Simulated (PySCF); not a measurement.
## How the method changes the constants of KB

State: ³Π (triplet), unpaired electrons σ ↑, π ↑. Set-up: K pcseg-1, B pcseg-1; no relativity (PySCF 2.14). De refers to K + B in their high-spin ground configurations, without counterpoise correction. The functionals are run spin-unrestricted. A positive dipole means K(−)B(+).

| Level | Re (Å) | ωe (cm⁻¹) | De (eV) | μ (D) |
| --- | --- | --- | --- | --- |
| UHF | 2.934 | 271 | 0.314 | -10.14 |
| UHF-MP2 | 2.922 | 258 | 0.477 | n/a |
| UHF-SCS-MP2 | 2.920 | 262 | 0.381 | n/a |
| UHF-CCSD | 2.949 | 242 | 0.431 | n/a |
| UHF-CCSD(T) | 2.952 | 240 | 0.463 | n/a |
| PBE | 2.866 | 255 | 1.08 | -6.64 |
| r²SCAN | 2.865 | 268 | 1.13 | -7.80 |
| r²SCANh | 2.862 | 271 | 1.08 | -8.13 |
| PBE0 | 2.856 | 267 | 0.96 | -7.79 |
| B97-3 | 2.861 | 265 | 0.90 | -8.18 |
| M06 | 2.819 | 291 | 1.00 | -8.66 |
| ωB97X | 2.819 | 301 | 0.97 | -9.65 |

(1) Which functional lies closest to UHF-CCSD(T) in De, which farthest, and by how much do they differ from it?

(2) What does a quarter of exact exchange do here, going from PBE to PBE0?

(3) What does the triples do here, going from UHF-CCSD to UHF-CCSD(T)?

Correlated steps freeze 6 core orbitals. Correlated levels converge slowly with the basis: in double zeta they bind strong bonds too weakly, by up to about 1 eV, and carry superposition errors of some tenths. The state is the lowest determinant that a PBE0 search found; another state may lie lower at other levels.

The whole job (state search and all levels along the bond) took about 0.83 min on 1 thread of Intel Xeon 6975P-C (shared host), peak memory 0.45 GiB.

Results:

(1) Closest is B97-3 (-9.1 pm in Re, +10.4 % in ωe, +0.44 eV in De against UHF-CCSD(T) in the same basis), farthest r²SCAN (-8.7 pm in Re, +11.7 % in ωe, +0.67 eV in De). CCSD(T) converges more slowly with the basis than the functionals do and binds too weakly in this one, so the order can change at the basis-set limit.

(2) PBE0 less PBE: -1.0 pm in Re, +4.7 % in ωe, -0.12 eV in De. Exact exchange removes part of the self-interaction that spreads semilocal densities, and in most molecules shortens and stiffens the bond and lowers De; so it does here.

(3) UHF-CCSD(T) less UHF-CCSD: +0.3 pm in Re, -0.8 % in ωe, +0.03 eV in De. Correlation nearly always deepens the well. The bond lengthens, as in strong covalent bonds, where excitations into antibonding orbitals dominate.
